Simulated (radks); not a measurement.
Initial-state core-level shifts of neutral cadmium when its valence configuration changes from [Kr] 4d10 5s2. Method: non-relativistic Kohn-Sham, PBE, spin-polarised, spherical densities, point nucleus; open shells are filled with parallel spins first (spin-orbit coupling, left out, can overturn this in heavy ions); relativity is left out, which matters for an element this heavy; computed with a radial shooting solver on a logarithmic mesh with Libxc functionals. Shifts are changes of the shell-averaged eigenvalues in eV (positive: less bound); the change of the density at the nucleus, which sets a Mossbauer isomer shift, is in e/bohr^3, on a base of 7.768e+04.

valence                2p       3s       4s       4p  density at nucleus
4d9 5s2 5p1        -7.274   -7.158   -6.568   -6.393              +6.901
4d10 5s1 5p1       -1.505   -1.527   -1.566   -1.568              -8.506
4d8 5s2 5p2       -14.585  -14.282  -12.845  -12.464             +14.102
4d8 5s1 5p3       -15.418  -15.139  -13.699  -13.307              +1.067
4d6 5s1 5p5       -31.491  -30.592  -26.647  -25.780             +13.314
4d10 5s1.5 5p0.5   -0.848   -0.858   -0.877   -0.878              -4.021
4d7.5 5s1 5p3.5   -19.377  -18.972  -17.000  -16.496              +3.927
4d10 5p2           -2.981   -3.024   -3.095   -3.098             -18.237
4d8 5p4           -17.075  -16.809  -15.363  -14.968             -13.050
